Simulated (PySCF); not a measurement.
Input for PySCF: R-M06-2X/def2-TZVPP on H3InO2 (SMILES [OH][InH][OH]), a point of a torsion scan. Elements past Kr take the def2 small-core potentials; no spin–orbit coupling.

```python
from pyscf import gto, dft

mol = gto.M(
    atom='''
    O    -1.78900797   -0.42478939    0.31338181
    In   -0.26020089    0.71605859    0.60074908
    O     0.62650954    0.93298690   -1.11574560
    H    -1.79471408   -0.64915512   -0.61971401
    H     0.19214493    1.37994444    2.07201005
    H     1.41310313    1.46994715   -1.18044311
    ''',
    basis='def2-tzvpp',
    ecp={'In': 'def2-tzvpp'},
    charge=0, spin=0, verbose=4, max_memory=1800)
mf = dft.RKS(mol, xc='m062x').density_fit(auxbasis='def2-universal-jkfit')
mf.grids.level = 4
mf.conv_tol = 1e-9
mf.max_cycle = 150
mf.kernel()
mf.dip_moment()
```

Output:

```
PySCF version 2.14.0

[INPUT] verbose = 4
[INPUT] num. atoms = 6
[INPUT] num. electrons = 40
[INPUT] charge = 0
[INPUT] spin (= nelec alpha-beta = 2S) = 0
[INPUT] symmetry False subgroup None
[INPUT] Mole.unit = angstrom
[INPUT] Symbol           X                Y                Z      unit          X                Y                Z       unit  Magmom
[INPUT]  1 O     -1.789007970000  -0.424789390000   0.313381810000 AA   -3.380735097964  -0.802735607721   0.592205793320 Bohr   0.0
[INPUT]  2 In    -0.260200890000   0.716058590000   0.600749080000 AA   -0.491708419468   1.353154624242   1.135251230784 Bohr   0.0
[INPUT]  3 O      0.626509540000   0.932986900000  -1.115745600000 AA    1.183931445027   1.763089718807  -2.108453608689 Bohr   0.0
[INPUT]  4 H     -1.794714080000  -0.649155120000  -0.619714010000 AA   -3.391518083101  -1.226725389159  -1.171089754456 Bohr   0.0
[INPUT]  5 H      0.192144930000   1.379944440000   2.072010050000 AA    0.363101293924   2.607717058716   3.915531521846 Bohr   0.0
[INPUT]  6 H      1.413103130000   1.469947150000  -1.180443110000 AA    2.670377901466   2.777797531085  -2.230714183530 Bohr   0.0

nuclear repulsion = 132.69364885659
number of shells = 56
number of NR pGTOs = 231
number of NR cGTOs = 154
basis = def2-tzvpp
ecp = {'In': 'def2-tzvpp'}


******** <class 'pyscf.df.df_jk.DFRKS'> ********
method = DFRKS
initial guess = minao
damping factor = 0
level_shift factor = 0
DIIS = <class 'pyscf.scf.diis.CDIIS'>
diis_start_cycle = 1
diis_space = 8
diis_damp = 0
SCF conv_tol = 1e-09
SCF conv_tol_grad = None
SCF max_cycles = 150
direct_scf = False
XC library pyscf.dft.libxc version 7.1.2
    S. Lehtola, C. Steigemann, M. J. T. Oliveira, and M. A. L. Marques,  SoftwareX 7, 1–5 (2018)
XC functionals = m062x
    Y. Zhao and D. G. Truhlar,  Theor. Chem. Acc. 120, 215 (2008)
    Y. Zhao and D. G. Truhlar,  Theor. Chem. Acc. 120, 215 (2008)
radial grids:
    Treutler-Ahlrichs [JCP 102, 346 (1995); DOI:10.1063/1.469408] (M4) radial grids

becke partition: Becke, JCP 88, 2547 (1988); DOI:10.1063/1.454033
pruning grids: <function nwchem_prune>
grids dens level: 4
symmetrized grids: False
atomic radii adjust function: <function treutler_atomic_radii_adjust>
small_rho_cutoff = 0
Set gradient conv threshold to 3.16228e-05
Initial guess from minao.
tot grids = 135776
******** <class 'pyscf.df.df.DF'> ********
auxbasis = def2-universal-jkfit
init E= -309.433148887656
  HOMO = -0.7442352250508  LUMO = -0.450536017823211  gap/eV = 7.99196
cycle= 1 E= -341.659443131319  delta_E= -32.2  |g|= 1.94  |ddm|=   47
  HOMO = -0.153427564346167  LUMO = 0.0308996843471983  gap/eV = 5.01580
cycle= 2 E= -341.684331847605  delta_E= -0.0249  |g|= 2.08  |ddm|= 6.03
  HOMO = -0.368001302451297  LUMO = -0.0111190336124234  gap/eV = 9.71126
cycle= 3 E= -342.335695087395  delta_E= -0.651  |g|= 0.263  |ddm|= 1.89
  HOMO = -0.350810432498831  LUMO = -0.01829170238475  gap/eV = 9.04830
cycle= 4 E= -342.342640349968  delta_E= -0.00695  |g|= 0.17  |ddm|= 0.245
  HOMO = -0.37118037018884  LUMO = -0.0197189950029195  gap/eV = 9.56375
cycle= 5 E= -342.347455352985  delta_E= -0.00482  |g|= 0.00975  |ddm|= 0.166
  HOMO = -0.371311912059672  LUMO = -0.0201128833387705  gap/eV = 9.55661
cycle= 6 E= -342.347475501947  delta_E= -2.01e-05  |g|= 0.00395  |ddm|= 0.0166
  HOMO = -0.371560593728708  LUMO = -0.0202539270373576  gap/eV = 9.55954
cycle= 7 E= -342.347478129935  delta_E= -2.63e-06  |g|= 0.00234  |ddm|= 0.00633
  HOMO = -0.371592009903249  LUMO = -0.0202594731015903  gap/eV = 9.56025
cycle= 8 E= -342.347479121475  delta_E= -9.92e-07  |g|= 0.0005  |ddm|= 0.00205
  HOMO = -0.371561974232477  LUMO = -0.0202408196942508  gap/eV = 9.55994
cycle= 9 E= -342.347479193406  delta_E= -7.19e-08  |g|= 8.65e-05  |ddm|= 0.000561
  HOMO = -0.371550805387687  LUMO = -0.0202367728536237  gap/eV = 9.55974
cycle= 10 E= -342.347479198595  delta_E= -5.19e-09  |g|= 1.97e-05  |ddm|= 0.000178
  HOMO = -0.371549866007691  LUMO = -0.0202392485964433  gap/eV = 9.55965
cycle= 11 E= -342.347479198922  delta_E= -3.27e-10  |g|= 4.86e-06  |ddm|= 5.36e-05
  HOMO = -0.371549605282033  LUMO = -0.0202384007471519  gap/eV = 9.55966
Extra cycle  E= -342.347479198928  delta_E= -5.57e-12  |g|= 3.59e-06  |ddm|= 1.04e-05
converged SCF energy = -342.347479198928
Dipole moment(X, Y, Z, Debye):  1.76124,  1.40164,  0.69453
```

The calculation finished and met its thresholds.

Cost: roughly 20 core-seconds.
